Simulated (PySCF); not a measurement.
# Tellurium: a sound run and one with changed settings

Sound run: Te⁺ [Kr] 4d10 5s2 5p3, Te²⁺ [Kr] 4d10 5s2 5p2. Computed with PySCF 2.14 in aug-cc-pVDZ-PP with ECP28MDF (5s4p3d, 32 functions), with scalar relativity through the core potential. The sound run starts from symmetry-adapted Hartree-Fock orbitals and uses a fine grid where one is needed.

Changed run: radial step 0.5 in ln r (0.13 in the sound run). This setting is unsound on purpose.

| species | method | sound run (hartree) | changed run (hartree) | converged |
| --- | --- | --- | --- | --- |
| Te⁺ | UHF | -266.71544 | -266.71544 | yes |
| Te⁺ | MN15 | -267.03354 | -267.44938 | yes |
| Te⁺ | B3LYP | -267.74081 | -267.79640 | yes |
| Te²⁺ | UHF | -266.04097 | -266.04097 | yes |
| Te²⁺ | MN15 | -266.34092 | -266.74963 | yes |
| Te²⁺ | B3LYP | -267.05124 | -267.10623 | yes |

Ionisation energy of Te⁺:

```tsv
method	sound run (eV)	changed run (eV)
UHF	18.353	18.353
MN15	18.847	19.041
B3LYP	18.764	18.781
```

A coarse radial grid mis-integrates the density and the exchange-correlation energy, with errors of either sign; Hartree-Fock needs no grid.

For comparison, NIST gives 18.6 ± 0.4 eV between the lowest levels.
